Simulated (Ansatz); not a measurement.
`[CH3][In]([F])[SiH3]` and `[CH3][In]([F])[I]` differ in one atom or group.

Ansatz, PBE0-D4/def2-TZVP geometries, multiplicity 1. 

Elements past krypton have def2 core potentials.  Spin–orbit coupling is left out; it splits and shifts lone-pair levels of the heavy atoms by tenths of an eV.

```tsv
property	`[CH3][In]([F])[SiH3]`
LUMO energy (B3LYP/def2-TZVPP) / eV	-1.98
size of the dipole moment (PBE/def2-TZVPP) / D	3.18
HOMO energy (PBE0/def2-TZVPP) / eV	-7.52
HOMO energy (PBE/def2-TZVPP) / eV	-6.40
size of the dipole moment (ωB97M-V/def2-TZVPP) / D	3.36
HOMO–LUMO gap (PBE0/def2-TZVPP) / eV	5.81
```

(1) Give the same properties after the change, and the shifts. (Best estimate.)

## Answers

(1) Ansatz gave: 
```tsv
property	`[CH3][In]([F])[I]`	shift
LUMO energy (B3LYP/def2-TZVPP) / eV	-2.09	-0.11
size of the dipole moment (PBE/def2-TZVPP) / D	3.46	0.28
HOMO energy (PBE0/def2-TZVPP) / eV	-7.71	-0.19
HOMO energy (PBE/def2-TZVPP) / eV	-6.56	-0.16
size of the dipole moment (ωB97M-V/def2-TZVPP) / D	3.56	0.20
HOMO–LUMO gap (PBE0/def2-TZVPP) / eV	5.93	0.12
```

With PBE0 the HOMO falls by 0.19 eV and the LUMO falls by 0.06 eV, so the gap widens by about 0.13 eV. PBE moves the HOMO by -0.16 eV and ωB97M-V by -0.30 eV. Dipoles are sizes alone; their direction can turn.

B3LYP here is the variant with VWN-RPA as its local correlation; programs differ in this.
